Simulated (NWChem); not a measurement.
Everything below was run with NWChem. System: HFSi, charge 0, spin multiplicity 1, displaced from the optimised geometry. The structure started from a generated list of species. Level: CCSD(T)/cc-pVDZ, 6 core orbitals frozen, spin-restricted.

The NWChem input:

```
start mol
memory heap 100 mb stack 700 mb global 1900 mb
geometry units angstroms nocenter noautoz noautosym
  Si    -0.456019     0.403674     0.000000
  H      0.553675     1.575429     0.000000
  F      0.482264    -0.621986     0.000000
end
basis spherical
  * library cc-pvdz
end
scf
  rhf
  nopen 0
  maxiter 100
  thresh 1e-7
  semidirect memsize 60000000 filesize 0
end
ccsd
  freeze core 6
  maxiter 60
end
task ccsd(t) energy
```

Output (cleaned and shortened):

```
             Northwest Computational Chemistry Package (NWChem) 7.3.0
             --------------------------------------------------------

                                NWChem Input Module
                                -------------------

 Scaling coordinates for geometry "geometry" by  1.889725989
 (inverse scale =  0.529177249)

                             Geometry "geometry" -> ""
                             -------------------------

 Output coordinates in angstroms (scale by  1.889725989 to convert to a.u.)

  No.       Tag          Charge          X              Y              Z
 ---- ---------------- ---------- -------------- -------------- --------------
    1 Si                  14.0000    -0.45601900     0.40367400     0.00000000
    2 H                    1.0000     0.55367500     1.57542900     0.00000000
    3 F                    9.0000     0.48226400    -0.62198600     0.00000000

 Effective nuclear repulsion energy (a.u.)      54.9213108352

            Nuclear Dipole moment (a.u.)
            ----------------------------
        X                 Y               Z
 ---------------- ---------------- ----------------
    -2.8160980141     3.0783466279     0.0000000000


 Summary of "ao basis" -> "" (spherical)
 ------------------------------------------------------------------------------
       Tag                 Description            Shells   Functions and Types
 ---------------- ------------------------------  ------  ---------------------
 *                          cc-pvdz                   on all atoms

 Summary of "ao basis" -> "ao basis" (spherical)
 ------------------------------------------------------------------------------
       Tag                 Description            Shells   Functions and Types
 ---------------- ------------------------------  ------  ---------------------
 Si                         cc-pvdz                  8       18   4s3p1d
 H                          cc-pvdz                  3        5   2s1p
 F                          cc-pvdz                  6       14   3s2p1d

                                 NWChem SCF Module
                                 -----------------

  ao basis        = "ao basis"
  functions       =    37
  atoms           =     3
  closed shells   =    12
  open shells     =     0
  charge          =   0.00
  wavefunction    = RHF
  use symmetry    = F
  symmetry adapt  = F

 Summary of "ao basis" -> "ao basis" (spherical)
 ------------------------------------------------------------------------------
       Tag                 Description            Shells   Functions and Types
 ---------------- ------------------------------  ------  ---------------------
 Si                         cc-pvdz                  8       18   4s3p1d
 H                          cc-pvdz                  3        5   2s1p
 F                          cc-pvdz                  6       14   3s2p1d

 Forming initial guess at       0.0s

      Superposition of Atomic Density Guess
      -------------------------------------

 Sum of atomic energies:        -388.71841312

      Non-variational initial energy
      ------------------------------

 Total energy =    -389.133336
 1-e energy   =    -648.817423
 2-e energy   =     204.762776
 HOMO         =      -0.216297
 LUMO         =      -0.040214

 Starting SCF solution at       0.3s

 ----------------------------------------------
         Quadratically convergent ROHF

 Convergence threshold     :          1.000E-07
 Maximum no. of iterations :          100
[...]
   8     -0.2847673756  5.618D-06  3.696D-05     0.42     0.00     0.41
   9     -0.2847690192 -1.644D-06  1.057D-05     0.42     0.00     0.42
  10     -0.2847691912 -1.721D-07  4.575D-06     0.42     0.00     0.41
  11     -0.2847695234 -3.321D-07  2.358D-06     0.42     0.00     0.41
  12     -0.2847695380 -1.463D-08  4.681D-07     0.42     0.00     0.41
                  *************converged*************
-------------------------------------------------------------------------

 -----------
 CCSD Energy
 -----------
 Reference energy:            -388.886163552648100
 CCSD corr. energy:             -0.284769538021872
 Total CCSD energy:           -389.170933090669962

 --------------------------------
 Spin Component Scaled (SCS) CCSD
 --------------------------------
 Same spin contribution:                 -0.056797418329157
 Same spin scaling factor:                1.130000000000000
 Opposite spin contribution:             -0.227972119692715
 Opposite spin scaling fact.:             1.270000000000000
 SCS-CCSD correlation energy:            -0.353705674721696
 Total SCS-CCSD energy:                -389.239869227369809
 memory            104852780

*********triples calculation*********

nkpass=    1; nvpass=    1; memdrv=          25650; memtrn=         419749; memavail=      104852612
 memory available/node                      104852612
 total number of virtual orbitals        25
 number of virtuals per integral pass    25
 number of integral evaluations           1
 number of occupied per triples pass      6
 number of triples passes                 1

 commencing integral evaluation        1 at           5.73
  symmetry use  F
task         2 out of       153 done   1%  at       0.0 secs
task         8 out of       153 done   5%  at       0.1 secs
task        16 out of       153 done  10%  at       0.1 secs
task        23 out of       153 done  15%  at       0.2 secs
task        31 out of       153 done  20%  at       0.2 secs
task        39 out of       153 done  25%  at       0.2 secs
task        46 out of       153 done  30%  at       0.3 secs
task        54 out of       153 done  35%  at       0.3 secs
task        62 out of       153 done  40%  at       0.4 secs
task        69 out of       153 done  45%  at       0.5 secs
task        77 out of       153 done  50%  at       0.5 secs
task        85 out of       153 done  55%  at       0.5 secs
task        92 out of       153 done  60%  at       0.6 secs
task       100 out of       153 done  65%  at       0.6 secs
task       108 out of       153 done  70%  at       0.6 secs
task       115 out of       153 done  75%  at       0.6 secs
task       123 out of       153 done  80%  at       0.7 secs
task       131 out of       153 done  85%  at       0.7 secs
task       138 out of       153 done  90%  at       0.7 secs
task       146 out of       153 done  95%  at       0.7 secs
task       153 out of       153 done 100%  at       0.7 secs
 commencing triples evaluation - blocking       1
 ccsd(t): done        1 out of       25 progress:    4.0%
 ccsd(t): done        2 out of       25 progress:    8.0%
 ccsd(t): done        3 out of       25 progress:   12.0%
 ccsd(t): done        4 out of       25 progress:   16.0%
 ccsd(t): done        5 out of       25 progress:   20.0%
 ccsd(t): done        6 out of       25 progress:   24.0%
 ccsd(t): done        7 out of       25 progress:   28.0%
 ccsd(t): done        8 out of       25 progress:   32.0%
 ccsd(t): done        9 out of       25 progress:   36.0%
 ccsd(t): done       10 out of       25 progress:   40.0%
 ccsd(t): done       11 out of       25 progress:   44.0%
 ccsd(t): done       12 out of       25 progress:   48.0%
 ccsd(t): done       13 out of       25 progress:   52.0%
 ccsd(t): done       14 out of       25 progress:   56.0%
 ccsd(t): done       15 out of       25 progress:   60.0%
 ccsd(t): done       16 out of       25 progress:   64.0%
 ccsd(t): done       17 out of       25 progress:   68.0%
 ccsd(t): done       18 out of       25 progress:   72.0%
 ccsd(t): done       19 out of       25 progress:   76.0%
 ccsd(t): done       20 out of       25 progress:   80.0%
 ccsd(t): done       21 out of       25 progress:   84.0%
 ccsd(t): done       22 out of       25 progress:   88.0%
 ccsd(t): done       23 out of       25 progress:   92.0%
 ccsd(t): done       24 out of       25 progress:   96.0%
 ccsd(t): done       25 out of       25 progress:  100.0%
 Time for integral evaluation pass     1        0.69
 Time for triples evaluation pass      1        0.05

 pseudo-e(mp4)  -0.53235673604434E-02
 pseudo-e(mp5)   0.51396368441421E-03
        e(t)    -0.48096036760292E-02

 --------------
 CCSD(T) Energy
 --------------
 Reference energy:                    -388.886163552648100

 CCSD corr. energy:                     -0.284769538021872
 T(CCSD) corr. energy:                  -0.005323567360443
 Total CCSD+T(CCSD) energy:           -389.176256658030411

 CCSD corr. energy:                     -0.284769538021872
 (T) corr. energy:                      -0.004809603676029
 Total CCSD(T) energy:                -389.175742694346013

 routine      calls  cpu(0)   cpu-min  cpu-ave  cpu-max   i/o
 aoccsd          1     0.00     0.00     0.00     0.00    0.00
 iterdrv         1     0.00     0.00     0.00     0.00    0.00
 pampt          12     0.01     0.01     0.01     0.01    0.00
 t2pm           12     0.01     0.01     0.01     0.01    0.00
 sxy            12     0.02     0.02     0.02     0.02    0.00
 ints       280908     4.76     4.76     4.76     4.76    0.00
 t2eri        1836     0.13     0.13     0.13     0.13    0.00
 idx2         1836     0.04     0.04     0.04     0.04    0.00
 idx34          12     0.01     0.01     0.01     0.01    0.00
 ht2pm          12     0.01     0.01     0.01     0.01    0.00
 itm            12     0.04     0.04     0.04     0.04    0.00
 pdiis          12     0.00     0.00     0.00     0.00    0.00
 triples         1     0.00     0.00     0.00     0.00    0.00
 rdtrpo          1     0.00     0.00     0.00     0.00    0.00
 trpmos          1     0.69     0.69     0.69     0.69    0.00
 trpdrv          1     0.01     0.01     0.01     0.01    0.00
 dovvv        6300     0.01     0.01     0.01     0.01    0.00
 doooo        6300     0.01     0.01     0.01     0.01    0.00
 tengy        5400     0.01     0.01     0.01     0.01    0.00
 Total                 5.79     5.79     5.79     5.79    0.00

 Task  times  cpu:        6.8s     wall:        6.8s

 Total times  cpu:        6.8s     wall:        6.8s
```
